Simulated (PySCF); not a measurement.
A structure optimised at PBE0-D3(BJ)/def2-SVP, used in a PySCF frequency run:

```xyz
7

Al     0.0410    -0.4114     0.0000
Cl    -0.0439     1.6819     0.0000
O      1.5833    -1.1080     0.0000
H      1.8166    -2.0357     0.0000
N     -1.4730    -1.3089     0.0000
H     -1.5738    -2.3167     0.0000
H     -2.3845    -0.8658     0.0000
```
Charge 0, spin multiplicity 1.

### Question
Write its SMILES, formula and point group.

### Answer
[NH2][Al]([OH])[Cl], AlClH3NO, Cs

### Question
What are its rotational constants (standard atomic weights)?

### Answer
6.1591, 3.1913, 2.1021 GHz
